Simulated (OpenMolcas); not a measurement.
A calculation on Nd4+.

```yaml
Program: OpenMolcas 26.06
Method: CASSCF
Basis: ANO-RCC-VQZP [9s8p6d4f3g2h]
Scalar_Hamiltonian: DKH2, point nucleus
Active_space: 2 electrons in 7 orbitals (4f)
State_averaging: 2S+1 = 3 even, 21 roots; 2S+1 = 1 even, 28 roots
Spin-orbit_coupling: state interaction with AMFI integrals over the reference wave functions, term energies averaged over their components
```

Q: Which level of the active space comes out lowest?

A: 4f² ³H₄, with 97 % of that term; it is also the measured ground level.

Q: How high does 4f² ¹S₀ lie?

A: 73342 cm⁻¹ above the lowest level.

Q: How high does 4f² ¹D₂ lie?

A: 26891 cm⁻¹ above the lowest level; measured 20551 cm⁻¹ above the ground level, so the calculation is off by +31 %.

Q: How high does 4f² ³H₅ lie?

A: 2974 cm⁻¹ above the lowest level; measured 2834 cm⁻¹ above the ground level, so the calculation is off by +5 %.

Q: The level at 9734 cm⁻¹ has J = 4. What is it made of, and what is its g factor?

A: 50 % 4f² ¹G₄, 48 % 4f² ³F, 2 % 4f² ³H; g = 1.115, against 1.000 from Landé's formula for the pure leading term.

Measured values: the list in Carvajal Gallego et al., Mon. Not. R. Astron. Soc. 518, 332 (2023).

Without dynamic correlation excited terms often stand tens of per cent too high (terms of higher spin than the ground term too low), and those without a measured partner can miss by more than the paired ones. Computed and measured levels are paired by configuration, term and J; levels that our copy of the source lacks, or whose pairing is in doubt (as where it misses far off the trend of its configuration), stay unpaired and out of the deviations. Only configurations of the active space appear.
